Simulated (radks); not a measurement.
He+, 1 electrons, occupied as 1s1 (the NIST ground configuration). Calculated with a radial shooting solver on a logarithmic mesh with Libxc functionals: Dirac Kohn-Sham, LDA (Slater exchange, Perdew-Wang correlation), spin-unpolarised, spherical densities, finite nucleus; Gaussian nuclear charge, rms radius 1.6755 fm.

Normalised radial functions P(r) = r R(r) (large component), r in bohr:

| r | 1s1/2 |
|---|---|
| 0.03394 | 0.1718 |
| 0.03983 | 0.1993 |
| 0.04637 | 0.2290 |
| 0.05398 | 0.2625 |
| 0.06284 | 0.3003 |
| 0.07316 | 0.3424 |
| 0.08517 | 0.3891 |
| 0.09995 | 0.4434 |
| 0.1164 | 0.4995 |
| 0.1355 | 0.5597 |
| 0.1577 | 0.6234 |
| 0.1836 | 0.6892 |
| 0.2137 | 0.7557 |
| 0.2508 | 0.8240 |
| 0.292 | 0.8843 |
| 0.3399 | 0.9367 |
| 0.3957 | 0.9775 |
| 0.4606 | 1.0025 |
| 0.5363 | 1.0078 |
| 0.6293 | 0.9885 |
| 0.7326 | 0.9443 |
| 0.8529 | 0.8747 |
| 0.9929 | 0.7818 |
| 1.156 | 0.6705 |
| 1.356 | 0.5416 |
| 1.579 | 0.4177 |
| 1.838 | 0.3018 |
| 2.14 | 0.2023 |
| 2.491 | 0.1244 |
| 2.9 | 0.0691 |

1s1/2: eigenvalue -38.389 eV, 0 radial nodes, <r> = 0.795 bohr, 90 % of the charge inside 1.42 bohr.
